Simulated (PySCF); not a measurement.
B3LYP has the VWN-RPA correlation part, as in Gaussian. Delta-SCF ions had no search for a lower state. Excitations are Tamm–Dancoff values on a coarser integration grid. The basis has no diffuse functions, so Rydberg states are missing or too high.

Cartesian coordinates (Å):
SMILES: C(=C=N)=B
```xyz
6

B      1.7638    -0.4374     0.1128
C      0.5150    -0.0463    -0.1772
C     -0.6948     0.2945    -0.4575
N     -1.7887     0.7323    -0.7152
H      2.8507    -0.7782     0.3656
H     -2.6461     0.2350    -0.8902
```
Charge 0, multiplicity 1.

Predict the HOMO, T1 excitation (TDA), LUMO, vertical ionisation energy (Delta-SCF), HOMO–LUMO gap, S1–T1 gap (TDA), S1 excitation (TDA) and total energy from PySCF with B3LYP-D3(BJ)/def2-TZVP.


| Quantity | Value |
|---|---|
| HOMO | -6.85 eV |
| T1 excitation (TDA) | 3.08 eV |
| LUMO | -2.04 eV |
| vertical ionisation energy (Delta-SCF) | 9.28 eV |
| HOMO–LUMO gap | 4.81 eV |
| S1–T1 gap (TDA) | 0.30 eV |
| S1 excitation (TDA) | 3.37 eV |
| total energy | -156.9988 Ha |
